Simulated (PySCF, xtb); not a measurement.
Zn(Cl)(Me) (CH3ClZn), SMILES [Zn]([Cl])[CH3].

GFN2-xTB run with xtb at its own geometry gives an orbital gap of 4.86 eV and a dipole moment of 3.66 D.

Coordinates come from a B3LYP-D3(BJ)/def2-TZVP optimisation.

Q: What does M06-2X/def2-TZVPD (PySCF) give? (The exact figures need the calculation; the answer reports its results.)

A: gap 9.36 eV (levels -9.58 and -0.22 eV), dipole 2.56 D.
